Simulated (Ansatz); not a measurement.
CH$_{3}$ClF$_{2}$O$_{2}$W (`C[O][W](=[O])([F])([F])[Cl]`) at its PBE0-D4/def2-TZVP geometry, where that method's forces vanish. Charge 0, multiplicity 1. W: def2 effective core potential.

```xyz
10

C     1.0746   -1.2801   -0.5624
O     0.7766   -0.0136   -0.0338
W    -0.6598    1.0228    0.4778
O    -0.2381    1.6731    1.9654
F    -1.4647   -0.6187    0.9010
F    -0.1368    2.3268   -0.7415
Cl   -2.8129    1.7078    0.0768
H     1.1047   -1.2315   -1.6534
H     2.0488   -1.5933   -0.1845
H     0.3077   -1.9933   -0.2454
```

Question: What forces (eV/Å) does B3LYP-D4/def2-TZVPP give on these atoms in Ansatz 0.2.0? (Best estimate.)

Answer: The calculation gave: 
```
C1   0.118 -0.336 -0.135
O2   0.204  0.042 -0.021
W3  -0.054 -0.005 -0.109
O4   0.148  0.238  0.538
F5  -0.162 -0.336  0.073
F6   0.113  0.261 -0.271
Cl7 -0.369  0.116 -0.078
H8   0.002 -0.015  0.058
H9  -0.052  0.002 -0.029
H10  0.052  0.033 -0.026
```

B3LYP here is the variant with VWN-RPA as its local correlation; programs differ in this.
